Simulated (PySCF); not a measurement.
A side-by-side comparison of computed properties.

First species: C7H8F2.
InChI=1S/C7H8F2/c1-5(9)7-3-2-6(7)4-8/h4H,2-3H2,1H3/b6-4-,7-5+

Second species: C7H12N2.
SMILES: `n1(CC)c(C)cc(n1)C`

Levels: PBE0/pcSseg-1 for dipole moment, HOMO energy, LUMO energy and HOMO–LUMO gap; GFN2-xTB for rotational constant A and rotational constant C. Geometries: GFN2-xTB. Each structure is a single optimised conformer of the isolated species, non-relativistic unless stated. Electronic properties by PySCF.

Dipoles, sizes and rotational constants follow the conformer. The torsions of the flexible species, by atom-mapped SMILES:
- `[CH3:1][CH2:2][n:3]1[n:4][c:5]([CH3:6])[cH:7][c:8]1[CH3:9]`: C1–C2–N3–N4 90°

(1) Which of the two has the higher HOMO energy, and by how much?

(2) Which has the higher rotational constant C?

(3) Which of the two has the higher HOMO–LUMO gap, and by how much?

(4) Which has the higher dipole moment?

(5) Which of the two has the higher LUMO energy, and by how much?

(6) Which has the higher rotational constant A?

Results:

(1) The first: -6.24 eV against -6.57 eV, a difference of 0.33 eV.

(2) The second: 0.943 GHz against 0.850 GHz, a difference of 0.093 GHz.

(3) The second: 7.40 eV against 5.42 eV, a difference of 1.98 eV.

(4) The second: 2.41 D against 1.43 D, a difference of 0.98 D.

(5) The second: 0.83 eV against -0.82 eV, a difference of 1.65 eV.

(6) The second: 2.646 GHz against 2.030 GHz, a difference of 0.616 GHz.

On the first: The dipole matches unit charges of opposite sign 0.30 Å apart (1 e·Å = 4.8032 D).

On the second: The dipole equals about 8.0 × 10⁻³⁰ C·m (1 D = 3.33564 × 10⁻³⁰ C·m).
